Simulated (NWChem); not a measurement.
Ga cation, singlet

Low-valent species are run as closed-shell singlets; no triplet was tried in these runs.

Problem. Give the principal values of the shielding tensors (ppm) of Ga1 from KT2/pcSseg-1, GIAO (NWChem), with their diamagnetic and paramagnetic parts as GIAO splits them.

Solution. 
```tsv
atom	σ11	σ22	σ33	isotropic	diamagnetic	paramagnetic
Ga1	2636.5	2636.5	2636.5	2636.5	2636.5	0.0
```
